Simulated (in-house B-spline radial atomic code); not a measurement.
Checks on a self-consistent run for K IV (K3+), [Ne] 3s2 3p4. Level of theory: non-relativistic Hartree-Fock, average of configuration, point nucleus; calculated with a radial B-spline atomic code at the basis-set limit.

| orbital | q | ε (Eh) | <1/r> | <r²> |
| --- | --- | --- | --- | --- |
| 1s | 2 | -135.13726 | 18.5486 | 0.00891129 |
| 2s | 2 | -16.04202 | 3.80372 | 0.175903 |
| 2p | 6 | -13.06985 | 3.69856 | 0.150758 |
| 3s | 2 | -3.03182 | 1.13378 | 1.67856 |
| 3p | 4 | -2.29708 | 1.03306 | 1.96658 |

Electron-electron repulsion V_ee = 200.1867 hartree, kinetic energy T = 596.2163 hartree.

**Question.** What total energy follows from the eigenvalues?

**Answer.** The eigenvalues count the repulsion twice, so E = Σqε - V_ee = -396.030 - 200.187 = -596.216 hartree; the run printed -596.216.

**Question.** What is the virial ratio?

**Answer.** -V/T = (T - E)/T = 2.000000; at the Hartree-Fock limit it is 2.

**Question.** What diamagnetic shielding (Lamb formula) and susceptibility (Langevin formula) do the radii give?

**Answer.** σ = (α²/3)Σq<1/r> = 73.2958/(3·137.036²) = 1301 ppm, and χ = -0.79199×10⁻⁶·Σq<r²> = -9.898×10⁻⁶ cm³/mol with Σq<r²> = 12.498 bohr². Both are non-relativistic formulas without the paramagnetism of open shells.
